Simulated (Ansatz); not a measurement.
`C=[C]([SiH3])[GaH2]` → `[SiH3]/C=[CH]\[GaH2]`  (isomerisation)

Calculated with Ansatz (gas phase, PBE0-D4/def2-TZVP geometries, no zero-point term in ΔE). CCSD(T)/CBS is the MP2 limit (def2-TZVPP, def2-QZVPP) plus CCSD(T) − MP2 in def2-TZVPP, frozen cores. Functionals use def2-TZVPP. B3LYP here is the variant with VWN-RPA as its local correlation; programs differ in this. For Ga outer-core shells are correlated without core-valence functions, which leaves a few kJ/mol of doubt a bond. Scalar relativity is left out up to krypton.

```json
{"level": "B3LYP-D4", "ΔE (kJ/mol)": "11.1"}
{"level": "r2SCAN0-D4", "ΔE (kJ/mol)": "6.1"}
{"level": "PBE-QIDH", "ΔE (kJ/mol)": "7.3"}
{"level": "LC-ωPBE", "ΔE (kJ/mol)": "5.8"}
{"level": "CCSD/def2-SVP", "ΔE (kJ/mol)": "15.9"}
{"level": "HF/def2-TZVPP", "ΔE (kJ/mol)": "21.3"}
{"level": "HF/CBS(def2)", "ΔE (kJ/mol)": "21.4"}
{"level": "MP2/CBS(def2)", "ΔE (kJ/mol)": "11.0"}
```

Question: What does CCSD(T)/CBS give? (An estimate is asked.)

Answer: The calculation gave: +8.7 kJ/mol. The listed levels differ from it by 2.4, -2.6, -1.4, -2.9, 7.2, 12.6, 12.7, 2.3 kJ/mol.

Question: What do rigid-rotor, harmonic-oscillator terms from PBE0-D4/def2-TZVP frequencies (298.15 K, 1 bar) make of the CCSD(T)/CBS value? (Best estimate.)

Answer: Ansatz gave: ΔZPE = +0.6 kJ/mol, ΔH = +7.8 kJ/mol, ΔS = -14 J/(mol·K), ΔG = +12.0 kJ/mol.

Largest T1 diagnostic among the species: 0.013.

At CCSD(T), def2-SVP lies +6.2 kJ/mol from the extrapolated value and def2-TZVPP −0.7 kJ/mol. Leaving LDA and LC-ωPBE aside and taking each functional with its dispersion term where it has one, the values, not all of them listed here, spread over 7.6 kJ/mol, from r2SCAN-D4 to BHLYP-D4. LDA lies −10.6 kJ/mol from PBE without D4.

CCSD(T)/CBS has its own doubt, a few kJ/mol and more with outer-core shells, so smaller differences from it don't rank the levels.
